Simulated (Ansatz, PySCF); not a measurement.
Sn(Cl)(Br)(OH)2 (BrClH2O2Sn), SMILES [OH][Sn]([OH])([Cl])[Br].

Geometry: PBE0-D3(BJ)/def2-SVP. The structure was generated by enumeration; whether it is a known compound was not checked. The def2 effective core potentials stand for the cores of Sn; spin–orbit coupling is left out. Other conformers were not sampled.

Vertical ionisation energy (IE) and electron affinity (EA) in eV. Rows of orbital energies are one-electron estimates. Where ΔSCF, EOM or ADC give a negative EA the extra electron is unbound and the value depends on the basis.

| level | IE | EA |
|---|---|---|
| −ε(HOMO), −ε(LUMO), ωB97X/def2-TZVP (PySCF) | 11.40 | 0.70 |
| −ε(HOMO), −ε(LUMO), PBE/def2-TZVP (PySCF) | 7.62 | 3.64 |
| ΔSCF, PBE0/def2-SVPD (Ansatz), final states of multiplicity 2 and 2 | 11.13 | 1.24 |
| ΔSCF, PBE/def2-SVPD (Ansatz), final states of multiplicity 2 and 2 | 10.42 | 1.35 |

**Question.** What vertical singlet–triplet gap does ΔSCF give with PBE0/def2-SVPD (Ansatz, a quantum-chemistry and plane-wave program) and with PBE/def2-SVPD (Ansatz)? (The exact figures need the calculation; the answer reports its results.)

**Answer.** 4.65 and 3.93 eV (triplet above singlet where positive).
